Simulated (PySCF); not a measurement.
Compound: bromine monofluoride, BrF.
Bonds: F1–Br2.

The closed-shell ground state was solved at several levels (PySCF, density fitting, gas phase). Geometry: PBE0-D3(BJ)/def2-SVP; no solvent, vibrations or thermal averaging. The calculation is non-relativistic and has no spin–orbit coupling, an omission that weighs most on bromine.

```csv
level,basis functions,HOMO (eV),LUMO (eV),gap (eV),dipole (D)
HF/def2-SVPD,64,-12.48,0.19,12.67,1.80
BHandHLYP/def2-SVPD,64,-10.37,-2.57,7.80,1.61
PBE0/def2-SVP,46,-8.72,-3.22,5.50,1.58
B3LYP/pcJ-1 (pcSseg-1 on Br),68,-8.58,-3.71,4.87,1.61
PBE0/def2-TZVP,79,-8.90,-3.50,5.40,1.43
PBE/def2-SVPD,64,-7.53,-4.83,2.70,1.29
PBE0/6-31G*,46,-8.66,-3.20,5.46,1.38
```

(1) What might PBE0/def2-SVPD (64 basis functions) give for the same quantities?

(2) Over all these levels, which gives the widest orbital gap and which the narrowest?

(3) How much does the basis alone move the frontier levels among the 4 PBE0 rows (the withheld one included)?

(4) In the def2-SVPD basis, how does the gap go with the fixed share of exact exchange?

(5) How far do the dipole and the HOMO energy spread over the levels?

Results:

(1) HOMO -9.03 eV, LUMO -3.72 eV, gap 5.31 eV, dipole 1.43 D.

(2) HF/def2-SVPD (Hartree–Fock, all exact exchange) has the widest, 12.67 eV, and PBE/def2-SVPD (GGA) the narrowest, 2.70 eV. The two share the basis. From the narrowest to the widest the HOMO moves by -4.95 eV and the LUMO by +5.02 eV.

(3) The HOMO by 0.37 eV and the LUMO by 0.52 eV. By rising basis size (HOMO, LUMO in eV): def2-SVP -8.72, -3.22; 6-31G* -8.66, -3.20; def2-SVPD -9.03, -3.72; def2-TZVP -8.90, -3.50.

(4) PBE (0 %) 2.70 eV; PBE0 (25 %) 5.31 eV; BHandHLYP (50 %) 7.80 eV; HF (100 %) 12.67 eV. Each rise in the share widens the gap here.

(5) The dipole runs from 1.29 to 1.80 D (mean 1.52 D) and the HOMO from -12.48 to -7.53 eV.
